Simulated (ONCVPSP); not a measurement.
**An all-electron radial function and its pseudo partner (iron)**

Columns: radius, all-electron u(r) and pseudo u(r) of the 3s shell (level -130.87 eV) of iron in the configuration [Ne] 3s2 3p6 3d5; PBEsol, scalar-relativistic, ONCV scheme, ONCVPSP 4.0.1.

```tsv
r (bohr)	all-electron	pseudo
0.080	-0.0421	0.0861
0.160	-0.6346	0.1978
0.240	-0.5200	0.3495
0.320	-0.0495	0.5389
0.400	0.4561	0.7461
0.480	0.8525	0.9416
0.560	1.1037	1.0963
0.640	1.2235	1.1899
0.720	1.2440	1.2166
0.800	1.1970	1.1831
0.880	1.1094	1.1050
0.960	1.0009	1.0003
1.040	0.8852	0.8852
1.120	0.7709	0.7709
1.200	0.6633	0.6633
1.280	0.5651	0.5651
1.360	0.4777	0.4777
1.440	0.4011	0.4011
1.520	0.3349	0.3349
1.600	0.2783	0.2783
1.680	0.2302	0.2302
1.760	0.1898	0.1898
1.840	0.1560	0.1560
1.920	0.1278	0.1278
2.000	0.1045	0.1045
2.080	0.0853	0.0852
```

(1) How many radial nodes do the two functions have?

(2) At about which radius was the pseudo-wave matched?

(3) Where does each function peak?

(4) Is the pseudo-wave norm-conserving?

## Answers

(1) The all-electron 3s function has n − l − 1 = 2 (the table is too coarse to show those close to the nucleus); the pseudo-wave has 0, since the states of the same l below it are removed with the core.

(2) 1.05 bohr, where the columns begin to agree (steps of 0.08 bohr).

(3) Outermost all-electron maximum near 0.72 bohr, pseudo maximum near 0.72 bohr (to the table’s step).

(4) Yes: the ONCV scheme keeps the norm inside the radius equal to the all-electron one, which fixes the energy derivative of the logarithmic derivative at the level.
